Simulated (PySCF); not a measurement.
C4H6FN3.
SMILES: `Cc1nn(C)nc1F`

Computed, not measured: PBE0-D3(BJ)/def2-SVP geometry optimisation, gas phase in PySCF.

Take the most abundant isotopes and a rigid rotor. 

Task: What are A, B and C (MHz)?

Result: Ia = 139.15, Ib = 273.94, Ic = 406.63 u·Å²; 505379 MHz·u·Å²/I gives A = 3632, B = 1845, C = 1243 MHz.

Task: Classify the top.

Result: An asymmetric top; Ray's κ = -0.496.

Task: Is it planar, by Δ = Ic − Ia − Ib?

Result: Not planar: Δ = Ic − Ia − Ib = -6.46 u·Å². For a rigid frame Δ = −2 Σ m c², so Σ m c² = 3.23 u·Å² lies off the ab plane: 3.21 from hydrogen and 0.02 from heavier atoms. The atom farthest from that plane is 1.05 Å away.

Task: List the rotational levels J(Ka,Kc) to J = 2 (K).

Result: Above 0(0,0), as E/k:
J = 1: 1(0,1) 0.148, 1(1,1) 0.234, 1(1,0) 0.263
J = 2: 2(0,2) 0.438, 2(1,2) 0.501, 2(1,1) 0.588, 2(2,1) 0.845, 2(2,0) 0.852
The levels of one J sum to (2J + 1)J(J + 1)(A + B + C)/3.

Task: Which types of transition are allowed, and where do some lines up to J = 5 fall?

Result: The dipole components are |μa| = 1.17 D, |μb| = 1.22 D, |μc| = 0.03 D. The squared components, which scale the intensities, stand as 0.91 : 1.00 : 0.00 (a : b : c). Some lines, for components of 0.1 D or more:

| type | branch | J(Ka,Kc) | MHz | lower level (cm⁻¹) |
| --- | --- | --- | --- | --- |
| b | Q | 2(2,0) ← 2(1,1) | 5489 | 0.409 |
| a | Q | 4(1,3) ← 4(1,4) | 5900 | 0.990 |
| b | Q | 3(2,2) ← 3(1,3) | 8143 | 0.625 |
| a | Q | 5(1,4) ← 5(1,5) | 8578 | 1.441 |
| b | Q | 4(3,1) ← 4(2,2) | 9305 | 1.360 |
| a | R | 3(1,2) ← 2(1,1) | 10075 | 0.409 |
| b | Q | 4(3,2) ← 4(2,3) | 10827 | 1.305 |
| a | R | 4(3,2) ← 3(3,1) | 12563 | 1.247 |
| a | R | 5(1,5) ← 4(1,4) | 13522 | 0.990 |
| b | Q | 4(4,0) ← 4(3,1) | 14314 | 1.670 |
| a | R | 5(1,4) ← 4(1,3) | 16199 | 1.186 |
| b | R | 4(2,3) ← 3(1,2) | 16799 | 0.745 |
| b | R | 4(3,2) ← 3(2,1) | 22470 | 0.917 |
| b | R | 5(3,3) ← 4(2,2) | 24912 | 1.360 |
| b | R | 4(4,1) ← 3(3,0) | 26977 | 1.248 |

Not checked by PBE0-D3(BJ)/def2-SVP frequencies. No vibrational averaging or centrifugal distortion is included, and the geometry carries the error of its method. A rigid rotor knows nothing of internal rotation, which can split or shift real lines. Quadrupole hyperfine structure (14N) is left out.
